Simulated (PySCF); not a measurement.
PySCF job for C5H4F2, SMILES FC1=C(F)CC=C1, TDA-M06-2X/def2-SVPD. The structure is a stationary point at B3LYP-D3(BJ)/def2-SVP. One conformer was computed; it need not be the lowest.

```python
import numpy as np
from pyscf import gto, scf, dft, tdscf

mol = gto.M(
    atom='''
    F     1.44294028   -1.48350711    0.00000000
    C     0.67596039   -0.39593599    0.00000000
    C    -0.67287489   -0.34607267   -0.00000000
    F    -1.52757095   -1.36593224   -0.00000000
    C    -1.11899871    1.08250793   -0.00000000
    C     0.18516835    1.84163797    0.00000000
    C     1.21436303    0.96618265    0.00000000
    H    -1.73671331    1.31772368    0.88621950
    H    -1.73671331    1.31772368   -0.88621950
    H     0.25191102    2.92895976    0.00000000
    H     2.28148259    1.19062762    0.00000000
    ''',
    basis='def2-SVPD',
    charge=0,
    spin=0,
    symmetry=True,
    max_memory=1600,
    verbose=4,
)
mf = dft.RKS(mol, xc='m06-2x').density_fit(auxbasis='def2-universal-jkfit')
mf.grids.level = 4
mf.conv_tol = 1e-9
mf.max_cycle = 100
mf.kernel()
mf.grids = dft.Grids(mol).set(level=2).build(with_non0tab=True)  # coarser grid for the response kernel
td = tdscf.TDA(mf)
td.singlet = True
td.nstates = 10
td.conv_tol = 1e-4
td.positive_eig_threshold = 1e-6
td.kernel(x0=td.get_init_guess(mf, 15))
td.analyze()
tt = tdscf.TDA(mf)
tt.singlet = False
tt.nstates = 4
tt.conv_tol = 1e-4
tt.positive_eig_threshold = 1e-6
tt.kernel(x0=tt.get_init_guess(mf, 9))
tt.analyze(verbose=3)
```

Program output:

```
PySCF version 2.14.0

[INPUT] verbose = 4
[INPUT] num. atoms = 11
[INPUT] num. electrons = 52
[INPUT] charge = 0
[INPUT] spin (= nelec alpha-beta = 2S) = 0
[INPUT] symmetry True subgroup None
[INPUT] Mole.unit = angstrom
[INPUT] Symbol           X                Y                Z      unit          X                Y                Z       unit  Magmom
[INPUT]  1 F      1.442940280000  -1.483507110000   0.000000000000 AA    2.726761943303  -2.803422141745   0.000000000000 Bohr   0.0
[INPUT]  2 C      0.675960390000  -0.395935990000   0.000000000000 AA    1.277380008154  -0.748210583959   0.000000000000 Bohr   0.0
[INPUT]  3 C     -0.672874890000  -0.346072670000   0.000000000000 AA   -1.271549258197  -0.653982565497   0.000000000000 Bohr   0.0
[INPUT]  4 F     -1.527570950000  -1.365932240000   0.000000000000 AA   -2.886690731342  -2.581237838314   0.000000000000 Bohr   0.0
[INPUT]  5 C     -1.118998710000   1.082507930000   0.000000000000 AA   -2.114601095642   2.045643515370   0.000000000000 Bohr   0.0
[INPUT]  6 C      0.185168350000   1.841637970000   0.000000000000 AA    0.349917468438   3.480191383900   0.000000000000 Bohr   0.0
[INPUT]  7 C      1.214363030000   0.966182650000   0.000000000000 AA    2.294813542497   1.825820594807   0.000000000000 Bohr   0.0
[INPUT]  8 H     -1.736713310000   1.317723680000   0.886219500000 AA   -3.281912512787   2.490136863054   1.674712141249 Bohr   0.0
[INPUT]  9 H     -1.736713310000   1.317723680000  -0.886219500000 AA   -3.281912512787   2.490136863054  -1.674712141249 Bohr   0.0
[INPUT] 10 H      0.251911020000   2.928959760000   0.000000000000 AA    0.476042835560   5.534931776272   0.000000000000 Bohr   0.0
[INPUT] 11 H      2.281482590000   1.190627620000   0.000000000000 AA    4.311377253063   2.249960118143   0.000000000000 Bohr   0.0

nuclear repulsion = 286.084725747777
point group symmetry = Cs
symmetry origin: [-7.26817854e-10 -2.54386197e-09  0.00000000e+00]
symmetry axis x: [1.00000000e+00 2.78120890e-09 5.56160227e-18]
symmetry axis y: [ 2.78120890e-09 -1.00000000e+00  5.27255676e-19]
symmetry axis z: [9.05747820e-19 5.27255676e-19 1.00000000e+00]
num. orbitals of irrep A' = 122
num. orbitals of irrep A" = 56
number of shells = 74
number of NR pGTOs = 256
number of NR cGTOs = 178
basis = def2-SVPD
ecp = {}


[settings echo left out]
init E= -393.474085032807
HOMO (A") = -0.222078179666952  LUMO (A") = -0.0562686816966607  gap/eV = 4.51191
cycle= 1 E= -392.079561622698  delta_E= 1.39  |g|= 0.543  |ddm|= 5.27
HOMO (A") = -0.295126750515172  LUMO (A") = -0.0178921161210219  gap/eV = 7.54394
cycle= 2 E= -392.079945196111  delta_E= -0.000384  |g|= 0.595  |ddm|= 1.34
HOMO (A") = -0.281554133018032  LUMO (A") = -0.00199222496968898  gap/eV = 7.60727
cycle= 3 E= -392.139746837796  delta_E= -0.0598  |g|= 0.0683  |ddm|= 0.694
HOMO (A") = -0.284597851524229  LUMO (A") = -0.00276459559985287  gap/eV = 7.66907
cycle= 4 E= -392.140598930974  delta_E= -0.000852  |g|= 0.0245  |ddm|= 0.144
HOMO (A") = -0.283417811007958  LUMO (A") = -0.000509937249723813  gap/eV = 7.69832
cycle= 5 E= -392.1407339652  delta_E= -0.000135  |g|= 0.00764  |ddm|= 0.0541
HOMO (A") = -0.283562915983977  LUMO (A") = -0.000789809490442717  gap/eV = 7.69465
cycle= 6 E= -392.14074838465  delta_E= -1.44e-05  |g|= 0.00221  |ddm|= 0.0156
HOMO (A") = -0.283673291464187  LUMO (A") = -0.000927853807342061  gap/eV = 7.69390
cycle= 7 E= -392.14074963769  delta_E= -1.25e-06  |g|= 0.000649  |ddm|= 0.00527
HOMO (A") = -0.283657653867411  LUMO (A") = -0.000876458883188436  gap/eV = 7.69487
cycle= 8 E= -392.140749824045  delta_E= -1.86e-07  |g|= 0.000187  |ddm|= 0.00185
HOMO (A") = -0.283650262965301  LUMO (A") = -0.000863958980200641  gap/eV = 7.69501
cycle= 9 E= -392.14074983854  delta_E= -1.45e-08  |g|= 0.000108  |ddm|= 0.000606
HOMO (A") = -0.28365567429301  LUMO (A") = -0.000867704089050458  gap/eV = 7.69505
cycle= 10 E= -392.140749841698  delta_E= -3.16e-09  |g|= 2.73e-05  |ddm|= 0.000274
HOMO (A") = -0.283658661744258  LUMO (A") = -0.000868456734809842  gap/eV = 7.69511
cycle= 11 E= -392.140749841947  delta_E= -2.49e-10  |g|= 1.07e-05  |ddm|= 7.37e-05
HOMO (A") = -0.283656786186815  LUMO (A") = -0.000867462101867278  gap/eV = 7.69509
Extra cycle  E= -392.140749841949  delta_E= -1.82e-12  |g|= 1.08e-05  |ddm|= 4.6e-05
converged SCF energy = -392.140749841949
tot grids = 100736
Overwritten attributes  positive_eig_threshold  of <class 'pyscf.tdscf.rks.TDA'>


******** <class 'pyscf.tdscf.rks.TDA'> for <class 'pyscf.df.df_jk.DFSymAdaptedRKS'> ********
nstates = 10 singlet
deg_eia_thresh = 1.000e-03
wfnsym = None
conv_tol = 0.0001
eigh lindep = 1e-12
eigh level_shift = 0
eigh max_cycle = 100


Excitation energies (eV)
[5.44729093 5.940828   6.48328484 7.03114489 7.23557735 7.59470455
 7.85279929 7.99458832 8.2720003  8.32213672]

** Singlet excitation energies and oscillator strengths **
Excited State   1:   A'      5.44729 eV    227.61 nm  f=0.1186
      26 -> 27        0.68977
Excited State   2:   A"      5.94083 eV    208.70 nm  f=0.0062
      26 -> 28       -0.66434
      26 -> 29        0.14998
Excited State   3:   A"      6.48328 eV    191.24 nm  f=0.0181
      26 -> 28        0.17043
      26 -> 29        0.66608
Excited State   4:   A"      7.03114 eV    176.34 nm  f=0.0026
      26 -> 30       -0.69653
Excited State   5:   A'      7.23558 eV    171.35 nm  f=0.0225
      25 -> 27        0.53187
      26 -> 33        0.44837
Excited State   6:   A"      7.59470 eV    163.25 nm  f=0.0018
      24 -> 27       -0.68586
Excited State   7:   A"      7.85280 eV    157.89 nm  f=0.0000
      26 -> 31       -0.64296
      26 -> 32       -0.21554
Excited State   8:   A"      7.99459 eV    155.09 nm  f=0.0000
      25 -> 29       -0.11459
      26 -> 31       -0.21744
      26 -> 32        0.61716
      26 -> 35       -0.13505
Excited State   9:   A"      8.27200 eV    149.88 nm  f=0.0024
      23 -> 27        0.27575
      25 -> 28       -0.16152
      25 -> 29        0.14206
      26 -> 32        0.18251
      26 -> 35        0.50505
      26 -> 37       -0.16803
      26 -> 41        0.11477
Excited State  10:   A'      8.32214 eV    148.98 nm  f=0.0505
      26 -> 33        0.18112
      26 -> 34       -0.67187

** Transition electric dipole moments (AU) **
state          X           Y           Z        Dip. S.      Osc.
  1        -0.3724     -0.8661     -0.0000      0.8888      0.1186
  2        -0.0000     -0.0000     -0.2058      0.0424      0.0062
  3        -0.0000     -0.0000     -0.3376      0.1140      0.0181
  4        -0.0000     -0.0000      0.1235      0.0153      0.0026
  5        -0.2739      0.2279     -0.0000      0.1269      0.0225
  6        -0.0000      0.0000      0.0983      0.0097      0.0018
  7         0.0000      0.0000      0.0046      0.0000      0.0000
  8         0.0000      0.0000     -0.0022      0.0000      0.0000
  9        -0.0000     -0.0000     -0.1097      0.0120      0.0024
 10         0.0637     -0.4938     -0.0000      0.2479      0.0505

** Transition velocity dipole moments (imaginary part, AU) **
state          X           Y           Z        Dip. S.      Osc.
  1         0.0071      0.0292     -0.0000      0.0009      0.0030
  2        -0.0000     -0.0000      0.0171      0.0003      0.0009
  3        -0.0000     -0.0000     -0.0658      0.0043      0.0121
  4        -0.0000     -0.0000      0.0412      0.0017      0.0044
  5        -0.0207     -0.0012     -0.0000      0.0004      0.0011
  6        -0.0000     -0.0000      0.0289      0.0008      0.0020
  7         0.0000      0.0000      0.0281      0.0008      0.0018
  8         0.0000      0.0000     -0.0427      0.0018      0.0041
  9        -0.0000     -0.0000      0.0231      0.0005      0.0012
 10         0.0004     -0.0738      0.0000      0.0055      0.0119

** Transition magnetic dipole moments (imaginary part, AU) **
state          X           Y           Z
  1         0.0000     -0.0000      0.8591
  2         0.0781      0.0645     -0.0000
  3         0.8326     -0.2199     -0.0000
  4        -0.1038      0.3150     -0.0000
  5         0.0000      0.0000     -0.4342
  6        -0.7792     -0.1464      0.0000
  7        -0.0624      0.0300     -0.0000
  8        -0.3067      0.2860      0.0000
  9         0.8218      0.5101      0.0000
 10        -0.0000      0.0000      0.1004


******** <class 'pyscf.tdscf.rks.TDA'> for <class 'pyscf.df.df_jk.DFSymAdaptedRKS'> ********
nstates = 4 triplet
deg_eia_thresh = 1.000e-03
wfnsym = None
conv_tol = 0.0001
eigh lindep = 1e-12
eigh level_shift = 0
eigh max_cycle = 100


Excitation energies (eV)
[3.33157919 5.30419384 5.73498136 6.50255177]

** Triplet excitation energies and oscillator strengths **
Excited State   1:   A'      3.33158 eV    372.15 nm  f=0.0000
Excited State   2:   A'      5.30419 eV    233.75 nm  f=0.0000
Excited State   3:   A"      5.73498 eV    216.19 nm  f=0.0000
Excited State   4:   A"      6.50255 eV    190.67 nm  f=0.0000
```

Self-consistency was reached.

Cost: about 14 core-minutes (a rough figure).
